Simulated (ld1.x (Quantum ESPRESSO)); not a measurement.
**cadmium: one change to an ultrasoft potential, before and after**

Cd, ultrasoft, made with ld1.x (Quantum ESPRESSO) 7.5 (BP86, fully relativistic). Core [Kr] 4d10, reference 5s1.5 5p0.5. Waves: 5s (bound): rcut 2.20, rcutus 2.70 bohr; 5s channel at 0.35 Ry: rcut 2.20, rcutus 2.70 bohr; 5p (bound): rcut 2.30, rcutus 2.60 bohr; 5p channel at 1.95 Ry: rcut 2.30, rcutus 2.60 bohr; 5d channel at 0.05 Ry: rcut 2.30, rcutus 2.95 bohr; 5d channel at 1.15 Ry: rcut 2.30, rcutus 2.95 bohr. Local part: all-electron potential smoothed inside 2.65 bohr (lloc = -1). Core correction: a·sin(br)/r model core, default radius (core density twice the valence density). Augmentation charge: PSQ, inside the norm-conserving radii.

Open shells are filled in proportion to 2j + 1 (rel_dist='average').

Change: core correction a·sin(br)/r model core inside 1.84 bohr.

Cutoffs: the cutoffs (Ry, on a coarse ladder) from which the occupation-weighted sum of valence levels, in a spherical-Bessel basis at the reference potential, stays within 10 and 1 mRy of its value at 400 Ry; they do not see the model core or the augmentation charge, which bear on the density cutoff. Errors are all-electron minus pseudo energies relative to the spin-unpolarised reference configuration.

Q: Predict the effect on cutoff, ghosts and configuration errors.

A: Both files are so soft that the ladder of cutoffs tells neither apart; both files keep a bound ghost (d); of the 6 tests that both files solve, the error grows in 2 and shrinks in 0 by more than 15 % and 0.3 meV (median size 31.0 → 37.6 meV). The default core radius of the base comes out at 2.26 bohr. A model core, the more so a compact one, raises the density cutoff, which this test does not measure.

```csv
quantity,base,changed
"cutoff, loose",6 Ry,6 Ry
"cutoff, tight",6 Ry,6 Ry
bound ghosts,"d5/2, d3/2","d5/2, d3/2"
"error for 5s2 5p0, meV [ΔE -2.32 eV]",-7.5,-8.4
"error for 5s1 5p0, meV [ΔE 7.15 eV]",-66,-67
"error for 5s1.5 5p0, meV [ΔE 1.49 eV]",-4.8,-5.0
"error for 5s0 5p1, meV [ΔE 12.99 eV]",-156,-169
"error for 5s1 5p1, meV [ΔE 2.40 eV]",-6.8,-7.9
"error for 5s0 5p2, meV [ΔE 7.42 eV]",-55,-67
s: phases at 3.19 bohr within 0.05 rad from the reference energy up to (Ry; the scan ends near 5),2.2,2.2
p1/2: phases at 3.19 bohr within 0.05 rad from the reference energy up to (Ry; the scan ends near 5),3.4,3.4
p3/2: phases at 3.19 bohr within 0.05 rad from the reference energy up to (Ry; the scan ends near 5),3.4,3.4
d3/2: phases at 3.19 bohr within 0.05 rad from the reference energy up to (Ry; the scan ends near 5),3.9,3.9
d5/2: phases at 3.19 bohr within 0.05 rad from the reference energy up to (Ry; the scan ends near 5),4.0,4.0
lowest overlap eigenvalue by channel,"s 0.35, p1/2 0.56, p3/2 0.56, d3/2 0.87, d5/2 0.87","s 0.35, p1/2 0.56, p3/2 0.56, d3/2 0.87, d5/2 0.87"
```

 A true bound ghost makes a file unfit for plane-wave use even where its test errors are small: the radial tests pick states by their node count and pass the ghost by.
